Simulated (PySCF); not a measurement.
FH8NSi3, SMILES F[SiH2][SiH2][SiH2]N. Geometry optimised at PBE-D3(BJ)/def2-SVP. This is a generated structure with no PubChem entry under its InChIKey; it may be hypothetical. Other conformers were not sampled.

Computed equilibrium geometry at PBE-D3(BJ)/def2-SVP (PySCF confirms it by a frequency run) as a Z-matrix (one conformer of several):
```
Si
H 1 1.5059
H 1 1.5076 2 108.71
Si 1 2.3515 2 112.88 3 126.27
N 4 1.7648 1 101.98 2 147.44
H 5 1.0249 4 117.39 1 65.99
H 5 1.0252 6 109.05 4 -137.29
H 4 1.5055 5 105.99 6 -179.51
H 4 1.5144 8 107.28 5 -125.62
Si 1 2.3552 2 112.01 3 -122.90
F 10 1.6506 1 110.85 2 50.95
H 10 1.5025 11 107.34 1 120.75
H 10 1.5039 12 110.28 11 -116.18
```
